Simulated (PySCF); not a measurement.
A run for PySCF: R-MP2/6-31G* on H2S2 (SMILES SS), a point of a torsion scan.

```python
from pyscf import gto, scf, dft, mp
from pyscf.data.elements import chemcore

mol = gto.M(
    atom='''
    S    -0.95478142    0.51055680    0.40562065
    S     0.94965329    0.42969867   -0.41463190
    H    -1.51627849   -0.42218576   -0.37013351
    H     0.58107840    0.31570334   -1.69459136
    ''',
    basis='6-31g*',
    cart=True,
    charge=0, spin=0, verbose=3, max_memory=1800)
mf = scf.RHF(mol)
mf.conv_tol = 1e-8
mf.max_cycle = 100
mf.kernel()
if not mf.converged:
    mf = mf.newton().run(mf.mo_coeff, mf.mo_occ)
pt = mp.MP2(mf, frozen=chemcore(mol)).run()
```

Question: Give the final energy of this run.

Answer: -796.4033 hartree.
